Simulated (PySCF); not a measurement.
PySCF input file for CH₄AlClO, SMILES C[O][AlH][Cl], PBE-D3(BJ)/def2-SVP. The structure is a stationary point at PBE-D3(BJ)/def2-SVP. One conformer was computed; it need not be the lowest.

```python
import numpy as np
from pyscf import gto, scf, dft, df
from pyscf.hessian import thermo

mol = gto.M(
    atom='''
    Al   -0.90933519   -0.17845794   -0.00000000
    H    -2.45422250   -0.49235140    0.00000000
    Cl    0.55703783   -1.70602525    0.00000000
    O    -0.41532365    1.45116449    0.00000000
    C     0.79045142    2.17219208    0.00000000
    H     0.84800558    2.82887283   -0.89656776
    H     1.68980637    1.51451970   -0.00000001
    H     0.84800558    2.82887283    0.89656777
    ''',
    basis='def2-SVP',
    charge=0,
    spin=0,
    max_memory=1600,
    verbose=3,
)
mf = dft.RKS(mol, xc='pbe').density_fit(auxbasis='def2-universal-jkfit')
mf.disp = 'd3bj'
mf.grids.level = 3
mf.conv_tol = 1e-11
mf.max_cycle = 100
mf.kernel()

# [left out here: the lines that compute and print the analytic Hessian (its translational invariance restored by hand, since the grid's response is missing), thermochemistry and intensities]
```

Output:

```
converged SCF energy = -817.697396955717

WARN: DFTD3 does not support analytical Hessian, using finite difference


WARN: Mole.unit (angstrom) is changed to Bohr

Mode                                 0                   1                   2
Irrep
Freq [cm^-1]                       84.4978             91.5871            152.7368
Reduced mass [au]                   3.9347              1.0319              3.8714
Force const [Dyne/A]                0.0166              0.0051              0.0532
Char temp [K]                     121.5736            131.7734            219.7542
Normal mode                   x     y     z       x     y     z       x     y     z
       0  Al                -0.05 -0.00  0.00    0.00  0.00  0.02    0.00  0.00  0.07
       1   H                -0.05 -0.05  0.00    0.00  0.00  0.05    0.00  0.00  0.27
       2  Cl                 0.04  0.08 -0.00   -0.00 -0.00 -0.02   -0.00 -0.00 -0.02
       3   O                -0.05  0.00  0.00    0.00  0.00  0.01    0.00  0.00 -0.19
       4   C                 0.06 -0.17  0.00   -0.00  0.00  0.00   -0.00  0.00  0.08
       5   H                 0.15 -0.18 -0.00    0.26 -0.42 -0.29    0.14  0.10  0.17
       6   H                -0.03 -0.30  0.00    0.00  0.00  0.56   -0.00  0.00  0.15
       7   H                 0.15 -0.18  0.00   -0.26  0.42 -0.29   -0.14 -0.10  0.17
Mode                                 3                   4                   5
Irrep
Freq [cm^-1]                      260.8808            447.0479            499.5707
Reduced mass [au]                   7.9969              1.2486             11.1539
Force const [Dyne/A]                0.3207              0.1470              1.6401
Char temp [K]                     375.3493            643.2024            718.7711
Normal mode                   x     y     z       x     y     z       x     y     z
       0  Al                -0.08 -0.04  0.00    0.00 -0.00 -0.08    0.12 -0.05  0.00
       1   H                -0.09  0.04  0.00    0.00 -0.00  0.89    0.15 -0.17 -0.00
       2  Cl                -0.00  0.06 -0.00   -0.00  0.00  0.02   -0.08  0.08 -0.00
       3   O                 0.14 -0.13 -0.00    0.00 -0.00  0.03   -0.01 -0.05 -0.00
       4   C                 0.02  0.05  0.00   -0.00  0.00  0.01   -0.03 -0.03 -0.00
       5   H                -0.08  0.06  0.00    0.00  0.00  0.01   -0.04 -0.03  0.00
       6   H                 0.11  0.18  0.00    0.00  0.00  0.01   -0.01 -0.01  0.00
       7   H                -0.08  0.06 -0.00   -0.00 -0.00  0.01   -0.04 -0.03 -0.00
Mode                                 6                   7                   8
Irrep
Freq [cm^-1]                      633.7272            733.2901           1140.0453
Reduced mass [au]                   1.1619              5.4959              1.4527
Force const [Dyne/A]                0.2749              1.7412              1.1124
Char temp [K]                     911.7923           1055.0412           1640.2714
Normal mode                   x     y     z       x     y     z       x     y     z
       0  Al                 0.03  0.01 -0.00   -0.01 -0.13 -0.00    0.00  0.01 -0.00
       1   H                -0.15  0.90  0.00   -0.10  0.27  0.00   -0.00  0.01  0.00
       2  Cl                 0.01  0.00  0.00   -0.01  0.02  0.00    0.00 -0.00 -0.00
       3   O                -0.01 -0.04 -0.00   -0.04  0.10  0.00   -0.08 -0.00 -0.00
       4   C                -0.06 -0.05  0.00    0.09  0.08 -0.00    0.12 -0.06  0.00
       5   H                -0.07 -0.04  0.00    0.15  0.07 -0.00   -0.36  0.06  0.07
       6   H                -0.04 -0.02  0.00    0.05  0.02 -0.00    0.47  0.41 -0.00
       7   H                -0.07 -0.04 -0.00    0.15  0.07  0.00   -0.36  0.06 -0.07
Mode                                 9                  10                  11
Irrep
Freq [cm^-1]                     1145.7442           1200.4865           1422.3368
Reduced mass [au]                   1.2888              6.1337              1.0395
Force const [Dyne/A]                0.9968              5.2082              1.2390
Char temp [K]                    1648.4709           1727.2327           2046.4259
Normal mode                   x     y     z       x     y     z       x     y     z
       0  Al                -0.00 -0.00 -0.00    0.01  0.03 -0.00    0.00  0.00 -0.00
       1   H                -0.00 -0.00  0.02    0.01  0.03  0.00    0.00  0.00  0.00
       2  Cl                 0.00  0.00  0.00    0.00 -0.00  0.00   -0.00 -0.00 -0.00
       3   O                 0.00  0.00 -0.05   -0.12 -0.14 -0.00    0.00 -0.00 -0.01
       4   C                -0.00  0.00  0.13    0.11  0.12  0.00    0.00 -0.00 -0.05
       5   H                -0.42 -0.36 -0.16    0.18 -0.00 -0.07   -0.47  0.14  0.05
       6   H                -0.00 -0.00 -0.31   -0.09 -0.13 -0.00   -0.00 -0.00  0.69
       7   H                 0.42  0.36 -0.16    0.18 -0.00  0.07    0.47 -0.14  0.05
Mode                                12                  13                  14
Irrep
Freq [cm^-1]                     1423.9586           1428.2282           1968.0474
Reduced mass [au]                   1.0525              1.1180              1.0450
Force const [Dyne/A]                1.2573              1.3437              2.3847
Char temp [K]                    2048.7594           2054.9023           2831.5821
Normal mode                   x     y     z       x     y     z       x     y     z
       0  Al                -0.00 -0.00 -0.00   -0.00 -0.01  0.00    0.04  0.01  0.00
       1   H                -0.01 -0.00  0.00   -0.01  0.01 -0.00   -0.96 -0.20 -0.00
       2  Cl                -0.00  0.00 -0.00   -0.00  0.00  0.00   -0.00  0.00  0.00
       3   O                 0.01  0.02 -0.00    0.02  0.02  0.00    0.00 -0.00  0.00
       4   C                -0.00  0.05 -0.00    0.08  0.03  0.00   -0.00 -0.00 -0.00
       5   H                -0.10 -0.53 -0.41   -0.47  0.03 -0.03    0.00  0.00  0.00
       6   H                 0.09  0.14  0.00   -0.38 -0.55 -0.00   -0.00  0.00 -0.00
       7   H                -0.10 -0.53  0.41   -0.47  0.03  0.03    0.00  0.00 -0.00
Mode                                15                  16                  17
Irrep
Freq [cm^-1]                     2919.9846           2999.8078           3006.8140
Reduced mass [au]                   1.0318              1.1055              1.1056
Force const [Dyne/A]                5.1833              5.8612              5.8894
Char temp [K]                    4201.2077           4316.0556           4326.1358
Normal mode                   x     y     z       x     y     z       x     y     z
       0  Al                -0.00 -0.00 -0.00    0.00  0.00 -0.00    0.00  0.00  0.00
       1   H                 0.00  0.00 -0.00   -0.00 -0.00 -0.00    0.00  0.00  0.00
       2  Cl                -0.00  0.00  0.00   -0.00  0.00 -0.00   -0.00  0.00 -0.00
       3   O                 0.00  0.00  0.00   -0.00  0.00  0.00   -0.00  0.00 -0.00
       4   C                 0.04  0.01 -0.00    0.04 -0.08 -0.00    0.00 -0.00  0.09
       5   H                -0.01 -0.30  0.42    0.02  0.25 -0.38    0.02  0.40 -0.54
       6   H                -0.52  0.40  0.00   -0.55  0.42 -0.00   -0.00  0.00  0.02
       7   H                -0.01 -0.30 -0.42    0.02  0.25  0.38   -0.02 -0.40 -0.54
temperature 298.1500 [K]
pressure 101325.00 [Pa]
Rotational constants [GHz] 9.19199 2.35707 1.89886
Symmetry number 1
Zero-point energy (ZPE) 0.04911 [Eh]   128950.211 [J/mol]
                           tot       elec      trans        rot        vib
Entropy [J/mol/K]       334.871      0.000    165.471    110.710     58.690
Cv [J/mol/K]             78.943      0.000     12.472     12.472     54.000
Cp [J/mol/K]             87.258      0.000     20.786     12.472     54.000
Internal energy [J/mol]                      3718.434   3718.434 137977.337
Internal energy [Eh]   -817.64201  -817.69740
Enthalpy [J/mol]                             6197.391   3718.434 137977.337
Enthalpy [Eh]          -817.64107
Gibbs free energy [J/mol]                  -43137.805 -29289.676 120478.824
Gibbs free energy [Eh] -817.67910
mode   freq/cm-1   IR/(km/mol)
   1       84.50         5.100
   2       91.59         0.002
   3      152.74        11.713
   4      260.88        18.451
   5      447.05       106.825
   6      499.57        40.763
   7      633.73        82.117
   8      733.29       154.616
   9     1140.05        43.182
  10     1145.74         0.000
  11     1200.49       249.051
  12     1422.34         1.417
  13     1423.96         1.954
  14     1428.23        16.832
  15     1968.05       106.013
  16     2919.98        91.923
  17     2999.81        37.202
  18     3006.81        32.771
max |gradient| / (hartree/bohr): 5.783968387408048e-05
APT charges: [ 1.3606 -0.2972 -0.5291 -0.9521  0.5829 -0.0583 -0.0485 -0.0583]
```

Self-consistency was reached.

Cost: roughly 70 core-seconds.
